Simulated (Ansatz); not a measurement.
```yaml
crystal:
  periodic: [false, false, false]
  atoms:
    - {symbol: C, position_ang: [-3.631209, -2.284461, 2.010307]}
    - {symbol: C, position_ang: [-2.013653, -1.356496, 2.391071]}
    - {symbol: C, position_ang: [-2.334408, 0.112811, 3.555751]}
    - {symbol: C, position_ang: [-1.178015, -0.801718, 0.762828]}
    - {symbol: Ge, position_ang: [1.035027, 0.158302, 1.019242]}
    - {symbol: F, position_ang: [0.848669, 2.192828, 1.773825]}
    - {symbol: F, position_ang: [2.015805, -0.873033, 2.665836]}
    - {symbol: C, position_ang: [2.577533, 0.168039, -0.850351]}
    - {symbol: C, position_ang: [1.786544, 0.609417, -2.533474]}
    - {symbol: C, position_ang: [1.053940, 2.365713, -2.527290]}
    - {symbol: C, position_ang: [3.061043, 0.416185, -3.933692]}
    - {symbol: H, position_ang: [-3.410717, -3.368447, 1.208265]}
    - {symbol: H, position_ang: [-4.224923, -2.725285, 3.159094]}
    - {symbol: H, position_ang: [-4.520321, -1.464182, 1.370680]}
    - {symbol: D, position_ang: [-1.164198, -2.223158, 3.026928]}
    - {symbol: H, position_ang: [-2.938897, -0.307670, 4.705778]}
    - {symbol: H, position_ang: [-1.181801, 0.757409, 3.900625]}
    - {symbol: H, position_ang: [-3.158459, 1.029446, 2.961631]}
    - {symbol: H, position_ang: [-1.046035, -1.862689, -0.092874]}
    - {symbol: H, position_ang: [-1.953246, 0.125208, 0.117116]}
    - {symbol: H, position_ang: [3.144982, -1.076348, -0.889508]}
    - {symbol: H, position_ang: [3.577186, 1.050200, -0.540692]}
    - {symbol: H, position_ang: [0.765905, -0.276301, -2.775263]}
    - {symbol: H, position_ang: [0.095599, 2.528582, -1.566242]}
    - {symbol: H, position_ang: [0.487416, 2.662190, -3.733838]}
    - {symbol: H, position_ang: [2.029176, 3.292454, -2.282031]}
    - {symbol: H, position_ang: [4.107984, 1.277437, -3.751166]}
    - {symbol: H, position_ang: [2.502752, 0.690251, -5.150210]}
    - {symbol: H, position_ang: [3.566696, -0.851933, -3.976719]}
basis:
  gaussian: {orbitals: cc-pVDZ}
hamiltonian: {xc: {name: RPBE}, dispersion: d4}
output: {forces: true}
```

```sh
$ ansatz run in.yaml --threads 11 --pin off --events-out ev --progress --plain --max-ram 174080MiB --backend cpu
```

(1) How does Ansatz answer? (An estimate is asked.)

Results:

(1) Ansatz gave: The program refused the input.
```
Error: YAML parse error: error: line 18 column 16: `D` is not an element symbol (H … Og, case-exact)
  --> <input>:18:16
   |
16 |     - {symbol: H, position_ang: [-4.224923, -2.725285, 3.159094]}
17 |     - {symbol: H, position_ang: [-4.520321, -1.464182, 1.370680]}
18 |     - {symbol: D, position_ang: [-1.164198, -2.223158, 3.026928]}
   |                ^ `D` is not an element symbol (H … Og, case-exact)
19 |     - {symbol: H, position_ang: [-2.938897, -0.307670, 4.705778]}
20 |     - {symbol: H, position_ang: [-1.181801, 0.757409, 3.900625]}
   |
```
